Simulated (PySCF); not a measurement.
# Ionisation energy of Ca by level of theory

Ca [Ar] 4s2 (1S) → Ca⁺ [Ar] 4s1 (2S), as a difference of total energies. All numbers are calculated (PySCF 2.14, scalar relativity by spin-free X2C-1e, in x2c-SVPall (5s3p2d, 24 functions)). Correlated levels: valence: [Ar] frozen. The calculations carry no spin-orbit coupling.

```csv
method,ionisation energy (eV),error (eV)
UHF,5.151,-0.962
B3LYP,6.232,+0.119
BP86,6.278,+0.165
MP2 (valence),5.620,-0.493
SCS-MP2 (valence),5.714,-0.399
CCSD (valence),5.881,-0.232
```

Reference: 6.113 eV (measured; NIST Atomic Spectra Database, ionization energies).

Errors of the correlated levels include the incompleteness of this basis and the frozen core.

With two correlated electrons CCSD is exact in that space.

The coupled-cluster amplitudes are large for Ca (T1 above 0.03 or a double amplitude above 0.15), so a single reference is strained.
